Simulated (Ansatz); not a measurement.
Born–Oppenheimer molecular dynamics of BH₉N₂O₂Si (15 atoms, charge 0, multiplicity 1). It starts at the highest image of a converged band. Of that band: The profile has 3 maxima (images 1, 4, 8) with wells between them (images 3, 6): this band takes more than one step, which may be the mechanism or a detour left from its start path. A vibrational analysis at the climbing image gives one clearly imaginary mode, 1403i cm⁻¹: a first-order saddle point.

These are results of RKS B3LYP-D4/def2-SVP (Ansatz), not measurements.

```yaml
ensemble: NVE (velocity Verlet)
time_step: 0.5 fs
steps_asked: 200
starting_velocities_drawn_for: 300 K
seed: 10004
```

First frame:

```xyz
15
Properties=species:S:1:pos:R:3
B -0.029 0.216 0.455
N -0.279 -0.459 1.890
H -1.115 -1.036 1.961
H 0.518 -0.943 2.302
O 1.322 0.163 0.000
H 1.536 -0.699 -0.372
O -1.080 -0.181 -0.412
H -0.958 0.204 -1.288
N -0.220 1.730 1.088
H -1.121 2.138 0.835
Si 1.141 2.861 1.081
H 2.241 2.300 1.909
H 1.631 3.172 -0.291
H 0.679 4.141 1.702
H -0.363 0.857 2.025
```

(1) How far do the bonds stretch over the last three quarters of this one trajectory? (Pairs bonded in most of those frames.)

Answers

(1) 
| bond | mean (Å) | spread (Å) | shortest | longest |
| --- | --- | --- | --- | --- |
| B1–O5 | 1.389 | 0.021 | 1.35 | 1.42 |
| B1–O7 | 1.398 | 0.026 | 1.36 | 1.46 |
| B1–N9 | 1.445 | 0.027 | 1.39 | 1.48 |
| N2–H3 | 1.024 | 0.029 | 0.97 | 1.08 |
| N2–H4 | 1.022 | 0.021 | 0.98 | 1.07 |
| N2–H15 | 1.027 | 0.043 | 0.95 | 1.10 |
| O5–H6 | 0.966 | 0.011 | 0.94 | 0.99 |
| O7–H8 | 0.972 | 0.019 | 0.94 | 1.01 |
| N9–H10 | 1.019 | 0.010 | 1.00 | 1.04 |
| N9–Si11 | 1.753 | 0.028 | 1.70 | 1.79 |
| Si11–H12 | 1.496 | 0.019 | 1.46 | 1.53 |
| Si11–H13 | 1.497 | 0.041 | 1.44 | 1.56 |
| Si11–H14 | 1.497 | 0.004 | 1.49 | 1.50 |

Mean temperature of the second half: 546 K. The conserved energy stayed within 0.19 meV per atom of its start (net change -0.051 meV per atom), so the integration is sound. The kinetic energy rose, since the run started high on the potential surface and went downhill. It ends in pieces (BH6NO2Si + H3N), so much of that is their flight and rotation, not heat. A run of 0.1 ps of so small a system gives no equilibrium averages. The orbitals stay closed-shell, which can raise the energy where a bond breaks towards radicals; this wasn't checked here.

Run time: 8.5 min on 4 threads of Arm Neoverse V1, on a shared host, peak memory 0.37 GiB.
